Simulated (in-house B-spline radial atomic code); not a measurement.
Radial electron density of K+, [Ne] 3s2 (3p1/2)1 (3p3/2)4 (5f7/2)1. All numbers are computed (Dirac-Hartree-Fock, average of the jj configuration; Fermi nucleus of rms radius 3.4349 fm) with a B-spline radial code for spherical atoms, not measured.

Columns: r (bohr), 4πr²n(r) (electrons per bohr), bar.

```
 0.00334   0.5945 #
 0.00421   0.9098 ##
 0.00531    1.382 ###
 0.00669    2.072 ####
 0.00843    3.067 ######
  0.0106    4.447 #########
  0.0134    6.362 ############
  0.0169    8.827 #################
  0.0212    11.76 #######################
  0.0268    15.16 #############################
  0.0337    18.43 ###################################
  0.0425    21.07 ########################################
  0.0535    22.27 ###########################################
  0.0674    21.59 #########################################
   0.085    19.29 #####################################
   0.107    16.72 ################################
   0.135    15.74 ##############################
    0.17     17.5 ##################################
   0.214    20.91 ########################################
    0.27    22.92 ############################################
    0.34    20.69 ########################################
   0.428    14.57 ############################
    0.54    8.152 ################
    0.68    5.161 ##########
   0.857     5.55 ###########
    1.08    6.344 ############
    1.36    5.381 ##########
    1.71    3.182 ######
    2.16    1.245 ##
    2.72   0.3168 #
    3.43  0.05723 
    4.32   0.0306 
    5.44  0.04438 
    6.86   0.0422 
    8.64  0.01152 
    10.9 0.006171 
    13.7  0.06394 
    17.3  0.08861 
    21.8  0.03971 
    27.4 0.006027 
    34.6 0.0002426 
    43.6 2.12e-06 
    54.9 2.796e-09
```

On this grid the curve has 5 maxima, near 0.0535, 0.27, 1.08, 5.44, 17.3 bohr.

The 3p1/2 radial function P(r) = rR(r), positive near the nucleus, with its small component Q(r) (sign convention: Q ≈ (P' + κP/r)/2c):

| r (bohr) | P | Q |
| --- | --- | --- |
| 0.00334 | 0.0009596 | 0.002529 |
| 0.00531 | 0.002207 | 0.003904 |
| 0.00843 | 0.005127 | 0.005931 |
| 0.0134 | 0.01193 | 0.008813 |
| 0.0212 | 0.02708 | 0.01258 |
| 0.0337 | 0.05987 | 0.01699 |
| 0.0535 | 0.1242 | 0.0209 |
| 0.085 | 0.2331 | 0.02204 |
| 0.135 | 0.3712 | 0.01761 |
| 0.214 | 0.4449 | 0.007015 |
| 0.34 | 0.2741 | -0.005151 |
| 0.54 | -0.2395 | -0.01082 |
| 0.857 | -0.8061 | -0.007049 |
| 1.36 | -0.8736 | -0.0008392 |
| 2.16 | -0.4408 | 0.001028 |
| 3.43 | -0.08676 | 0.0003523 |
| 5.44 | -0.004223 | 2.142e-05 |
